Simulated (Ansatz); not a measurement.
The cluster Li2Br2⁺. Total charge 1; quartet. Geometry r2SCAN-D4/def2-TZVP; atoms count from 1.

Cartesian coordinates in Å:
```
Li 0.2870 3.0182 -0.7033
Li -0.0212 -3.1079 0.4541
Br -1.0866 0.2641 1.0350
Br 0.8208 -0.1745 -0.7857
```

In the quartet, Br3 and Br4 lie 2.67 Å apart (atoms count from 1), so these atoms are partly bonded to each other. At PBE0-D4/def2-TZVP a doublet of charge 1 lies 5.58 eV below the quartet, each at its own geometry. The structure comes from a short search, and lower isomers may exist.

Problem. Estimate the Mulliken populations from the PBE0/def2-TZVP orbitals of Ansatz.

Solution. 
```csv
atom,charge (e),spin (α − β)
Li1,0.47,0.48
Li2,0.45,0.51
Br3,0.10,1.07
Br4,-0.02,0.94
```
Mulliken values and Mayer orders depend strongly on the basis.

Problem. Where does the spin sit?

Solution. Summed by element: Li 0.99, Br 2.01, of 3 unpaired in all. Largest on single atoms: Br3 1.07, Br4 0.94, Li2 0.51.

Problem. And the Mayer bond orders between bonded heavy atoms (over 0.3)?

Solution. Br3–Br4 1.02 (2.67 Å). Values over 0.3 also appear between atoms too far apart for a bond (Li1–Li2 0.46 at 6.24 Å); they arise where an orbital or an unpaired electron spreads over both atoms.
